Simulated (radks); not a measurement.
The numbers below are computed, except where a source is named.
All-electron atom: Cl II in [Ne] 3s1 3p4 4f1 (not the ground configuration).

Code: a radial shooting solver on a logarithmic mesh with Libxc functionals. Model: Dirac Kohn-Sham, exchange-only LDA, spin-unpolarised, spherical densities, finite nucleus; open shells fill j = l - 1/2 first; Fermi nuclear charge, rms radius 3.3654 fm.

Energy parts (hartree):
part                   energy
total              -457.07772
kinetic             460.01219
electron-nucleus  -1081.15010
Hartree             188.73019
exchange            -24.67000

Orbitals (lengths in bohr, moments of r in powers of bohr; <r^-3> diverges for s and p1/2; r(max) is where P^2 peaks):
orbital	occ.	eigenvalue (hartree)	r(max)	<r^-3>
1s1/2	2	-101.6292	0.05962	-
2s1/2	2	-10.11760	0.3628	-
2p1/2	2	-7.95212	0.3000	-
2p3/2	4	-7.88980	0.3019	101.3
3s1/2	1	-1.49242	1.244	-
3p1/2	2	-1.01476	1.339	-
3p3/2	2	-1.00862	1.344	10.04
4f5/2	1	-0.07458	8.254	0.003138
4f7/2	0	-0.07458	8.254	0.003138

The highest occupied level is 4f5/2 at -2.030 eV. Summed over all electrons, <r^2> = 111.8 bohr^2, which gives a Langevin (diamagnetic) susceptibility term of -88.5 x 10^-6 cm^3/mol.
